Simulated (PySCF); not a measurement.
Nuclear quadrupole coupling in `C=CC[NH][Ge@H]([F])[CH]1CC1`

C6H12FGeN.
Z-matrix (Å and degrees, PBE0-D3(BJ)/def2-SVP geometry), rows numbered from 1:
```
C 
C   1  1.3332
C   2  1.4985  1  124.66
N   3  1.4477  2  111.42  1  -123.70
Ge  4  1.8062  3  124.49  2  -147.37
F   5  1.7640  4  110.87  3   -73.80
C   5  1.9192  4  110.50  3   173.00
C   7  1.5082  5  119.34  4   150.77
C   8  1.4912  7   60.52  5  -107.63
H   1  1.0932  2  121.85  3   179.84
H   1  1.0954  2  121.16  3    -0.55
H   2  1.0971  1  120.10  3  -178.55
H   3  1.1077  2  109.37  1     2.08
H   3  1.1055  2  108.88  1   117.46
H   4  1.0152  3  113.43  2    60.13
H   5  1.5345  4  108.32  3    40.66
H   7  1.0948  5  115.51  4   -62.68
H   8  1.0932  7  117.48  9  -109.03
H   8  1.0937  7  117.93  9   107.24
H   9  1.0933  7  117.41  8   109.00
H   9  1.0938  7  118.18  8  -107.12
```

Field gradients from the PBE0/pcSseg-1 density (PySCF, non-relativistic), principal values in atomic units, ordered |Vxx| ≤ |Vyy| ≤ |Vzz|:

| atom | Vxx | Vyy | Vzz |
| --- | --- | --- | --- |
| N4 | 0.3930 | 0.6777 | -1.0707 |
| Ge5 | -0.3205 | -1.3611 | 1.6816 |

Task: Find the asymmetry η = (Vxx − Vyy)/Vzz and the couplings χ = eQV/h (234.96 MHz × Q in barn × V in au), with Q(14N) = 0.02044 b, Q(73Ge) = −0.196 b.

Result: 
```
atom                        environment  nucleus     η  χzz (MHz)  χxx (MHz)  χyy (MHz)
  N4     nitrogen bonded to C, Ge and H      14N  0.27      -5.14       1.89       3.26
 Ge5  germanium bonded to C, F, N and H     73Ge  0.62     -77.44      14.76      62.68
```

The tensor is traceless: Vxx + Vyy + Vzz = 0.

Task: What is Vzz at Ge5 in SI units (1 au = 9.71736 × 10²¹ V/m²)?

Result: 1.6816 au = 16.341 × 10²¹ V/m².

Were the hydrogens deuterons (Q(2H) = 0.00286 b), χzz would run from 90 kHz (H16) to 269 kHz (H15).

One conformer (not necessarily the lowest) at the PBE0-D3(BJ)/def2-SVP geometry, without solvent, vibrations or thermal averaging. The calculation is non-relativistic, for germanium too. A larger basis could move these couplings by a tenth or more.

These values come from a run that also computed NMR shieldings. On an Arm Neoverse V2 with one thread, on a shared host, this took 50 s wall.
